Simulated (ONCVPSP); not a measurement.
## C, ONCV: configuration errors across variants

- Element: C
- Generator: ONCVPSP 4.0.1
- Type: optimised norm-conserving Vanderbilt (ONCV)
- Functional: PBE
- Relativity: scalar-relativistic
- Frozen core: [He]
- Valence charge: 4
- Reference configuration: 2s1 2p3
- Partial waves: 2s: rc 1.20 bohr, ncon 4, nbas 8, qcut 5.8 1/bohr, local; 2p: rc 3.05 bohr, ncon 3, nbas 8, qcut 4.8 1/bohr, 2 projectors, debl 0.5 Ha
- Local potential: the s channel
- Core correction: polynomial model core, fcfact 0.65

All-electron excitation energies from the reference (eV): (1) 2s2 2p2 -8.478; (2) 2s2 2p1 2.383; (3) 2s2 2p0 26.539; (4) 2s0 2p4 8.497.

Errors AE − PS in meV (a dash: test not solved or not reliable):

| change | (1) | (2) | (3) | (4) | bound ghosts | GHOST(+) flags above zero |
| --- | --- | --- | --- | --- | --- | --- |
| base | -50 | +359 | +1927 | -49 | none | none |
| s: qcut 3.6 | -56 | +356 | +1940 | -55 | none | none |
| s: qcut 4 | -55 | +356 | +1937 | -54 | none | none |
| s: qcut 4.8 | -53 | +359 | +1932 | -52 | none | none |
| s: qcut 5.6 | -51 | +359 | +1927 | -49 | none | none |
| s: qcut 5.9 | -50 | +359 | +1927 | -48 | none | none |
| s: qcut 6.7 | -48 | +362 | +1924 | -46 | none | none |
| s: qcut 7.4 | -47 | +362 | +1921 | -45 | none | none |
| s: qcut 8.2 | -46 | +365 | +1921 | -44 | none | none |

(1) Give the same row for: s: qcut 8.5.

Results:

(1) -45, +365, +1921, -44; bound ghosts: none; GHOST(+) flags above zero: none.
